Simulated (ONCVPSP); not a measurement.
**Before and after: ONCV potential for calcium**

- Element: calcium (Ca)
- Generator: ONCVPSP 4.0.1
- Type: optimised norm-conserving Vanderbilt (ONCV)
- Functional: PBEsol
- Relativity: fully relativistic
- Frozen core: [Ne]
- Valence charge: 10
- Reference configuration: 3s2 3p6 4s1.75 4p0.25
- Partial waves: 3s+4s: rc 2.10 bohr, ncon 3, nbas 7, qcut 5.3 1/bohr, 2 projectors; 3p+4p: rc 1.80 bohr, ncon 4, nbas 7, qcut 8.3 1/bohr, 2 projectors; d scattering state at 0.43 Ha: rc 2.20 bohr, ncon 4, nbas 8, qcut 3.9 1/bohr, 2 projectors, debl 2.3 Ha
- Local potential: polynomial inside 1.45 bohr (lpopt 5, dvloc0 3 Ha)
- Core correction: Teter function, fcfact 4.5, rcfact 1.25

Open shells are filled in proportion to 2j + 1.

In the d channel the program set the typed energies aside and used -0.082, 2.218 Ha (j = l + 1/2; the other j can differ).

Change: s: rc 1.66.

Cutoffs: the cutoffs (Ha) at which the residual kinetic energy of the hardest occupied pseudo-wave falls to 1 and 0.1 mHa per electron; they do not see the model core or the augmentation charge, which bear on the density cutoff. Errors are all-electron minus pseudo energies relative to the spin-unpolarised reference configuration.

Task: How do hardness, ghosts and transferability respond?

Result: The potential gets neither clearly harder nor softer (16 Ha and 20 Ha → 16 Ha and 20 Ha); the p channel sets the loose cutoff, while the largest relative change is in s, which becomes harder; of the 4 tests that both files solve, the error grows in 0 and shrinks in 1 by more than 15 % and 0.3 meV (median size 0.1 → 0.1 meV); neither file shows a bound ghost.

| quantity | base | changed |
| --- | --- | --- |
| cutoff, loose | 16 Ha | 16 Ha |
| cutoff, tight | 20 Ha | 20 Ha |
| loose cutoff by channel | s 5.5 Ha, p 16 Ha | s 11 Ha, p 16 Ha |
| bound ghosts | none | none |
| GHOST(+) flags under 300 eV | none | none |
| error for 3s2 3p6 4s2 4p0, meV [ΔE -0.60 eV] | 0.0 | 0.0 |
| error for 3s2 3p6 4s1 4p0, meV [ΔE 5.71 eV] | -0.1 | -0.1 |
| error for 3s2 3p6 4s0 4p0, meV [ΔE 17.39 eV] | -2.0 | -1.4 |
| error for 3s2 3p6 4s1 4p1, meV [ΔE 1.83 eV] | -0.1 | -0.1 |
| p3/2: phases at 1.83 bohr within 0.05 rad from the reference energy up to (Ha; the scan ends near 5) | to the end of the scan | to the end of the scan |
| p1/2: phases at 1.83 bohr within 0.05 rad from the reference energy up to (Ha; the scan ends near 5) | to the end of the scan | to the end of the scan |
| d5/2: phases at 2.24 bohr within 0.05 rad from the reference energy up to (Ha; the scan ends near 5) | 4.8 | 4.8 |
| d3/2: phases at 2.24 bohr within 0.05 rad from the reference energy up to (Ha; the scan ends near 5) | 4.8 | 4.8 |
| rms error of d²Exc/dni dnj with the model core, mHa | 4.20 | 4.18 |

Base: The cutoffs count occupied waves only; projector 2 of the d channel, the hardest unoccupied one, needs 61 Ha at the loose tolerance. Changed file: The cutoffs count occupied waves only; projector 2 of the d channel, the hardest unoccupied one, needs 61 Ha at the loose tolerance.
